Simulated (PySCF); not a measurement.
## How methods differ on the interval between two levels of Mn

Mn [Ar] 3d5 4s2 [6S5/2, M_J = 5/2] → Mn [Ar] 3d4 4s2 5s1 [6D9/2, M_J = 9/2], as a difference of total energies. Computed with PySCF 2.14 in x2c-SVPall-2c with one added diffuse shell each of s, d type (6s5p4d1f, 48 functions), with the two-component X2C-1e Hamiltonian. Correlated levels: [Ne] frozen; the 6 highest virtual spinors dropped. "Screened" scales the spin-orbit matrix elements by Boettger's factors to mimic the two-electron term; Breit and QED terms are absent.

| method | interval between two levels (cm⁻¹) |
| --- | --- |
| GHF (spin-free) | 90351 |
| GMP2 (spin-free) | 95079 |

The labels give the starting determinants; with spin-orbit coupling the two ends relaxed to ⟨J²⟩ = 8.77, ⟨L²⟩ = 0.00, ⟨S²⟩ = 8.77.
